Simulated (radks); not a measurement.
The silver anion Ag- inside a hard spherical wall (all orbitals vanish at R), configuration held at [Kr] 4d10 5s2 and not refilled when levels cross. All-electron calculation, scalar-relativistic Kohn-Sham, PBE, spin-polarised, spherical densities, finite nucleus; Fermi nuclear charge, rms radius 4.5454 fm. Program: a radial shooting solver on a logarithmic mesh with Libxc functionals. Eigenvalues in eV for spin up, with the zero of energy where the potential of the charges vanishes at infinity; a dash marks a level that is unbound or too diffuse for the functional's potential to be trusted. A positive occupied level is held by the wall or, in an anion where self-interaction has pushed it up, behind a barrier. The pressure on the wall is -dE/dV.

R (bohr)  E (hartree)  kinetic (hartree)    e(4s)    e(4p)   e(4d)   e(5s)  e(5p, empty)  e(6s, empty)  pressure (GPa)
15        -5315.98149           5522.482  -88.773  -52.269  -1.140   0.999         2.911         3.105         0.00241
10        -5315.97603           5522.507  -88.332  -51.825  -0.696   1.385         4.187         5.995          0.0780
4         -5315.37481           5524.758  -79.675  -43.279   7.380  11.915        19.848        52.704             105
3.5       -5314.84292           5526.689  -75.316  -39.071  11.406  18.373        28.242        75.966             291
3         -5313.64808           5530.964  -67.971  -32.035  18.442  30.899        43.896        116.61             936
2.5       -5310.58611           5541.818  -54.791  -19.306  32.079  58.295        76.518        194.50            3690
2         -5301.15026           5574.304  -28.076    7.736  62.990  128.08        154.63        364.03           19400
